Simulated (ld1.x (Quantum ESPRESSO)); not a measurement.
Reading a pseudo-wave (tantalum (Ta))

Columns: radius, all-electron u(r) and pseudo u(r) of the 5p shell (level -41.26 eV) of tantalum in the configuration [Kr] 4d10 4f14 5s2 5p6 5d3 6s1.75 6p0; LDA (PZ), scalar-relativistic, TM scheme, ld1.x (Quantum ESPRESSO) 7.5.

| r (bohr) | all-electron | pseudo |
| --- | --- | --- |
| 0.128 | -0.3198 | -0.0191 |
| 0.256 | 0.1323 | -0.0775 |
| 0.384 | 0.5259 | -0.1777 |
| 0.512 | 0.2641 | -0.3216 |
| 0.640 | -0.2091 | -0.5041 |
| 0.768 | -0.6140 | -0.7038 |
| 0.896 | -0.8723 | -0.8799 |
| 1.024 | -0.9950 | -0.9899 |
| 1.152 | -1.0175 | -1.0162 |
| 1.280 | -0.9757 | -0.9756 |
| 1.408 | -0.8971 | -0.8971 |
| 1.536 | -0.8016 | -0.8016 |
| 1.664 | -0.7015 | -0.7015 |
| 1.792 | -0.6047 | -0.6047 |
| 1.920 | -0.5152 | -0.5152 |
| 2.048 | -0.4351 | -0.4351 |
| 2.176 | -0.3648 | -0.3648 |
| 2.304 | -0.3041 | -0.3041 |
| 2.432 | -0.2525 | -0.2525 |
| 2.560 | -0.2088 | -0.2088 |
| 2.688 | -0.1721 | -0.1721 |
| 2.816 | -0.1414 | -0.1414 |
| 2.944 | -0.1160 | -0.1160 |
| 3.072 | -0.0949 | -0.0949 |
| 3.200 | -0.0776 | -0.0776 |
| 3.328 | -0.0633 | -0.0633 |

Problem. How many radial nodes do the two functions have?

Solution. The all-electron 5p function has n − l − 1 = 3 (the table is too coarse to show those close to the nucleus); the pseudo-wave has 0, since the states of the same l below it are removed with the core.

Problem. At about which radius was the pseudo-wave matched?

Solution. 1.36 bohr, where the columns begin to agree (steps of 0.13 bohr).

Problem. Is the pseudo-wave norm-conserving?

Solution. Yes: the TM scheme keeps the norm inside the radius equal to the all-electron one, which fixes the energy derivative of the logarithmic derivative at the level.
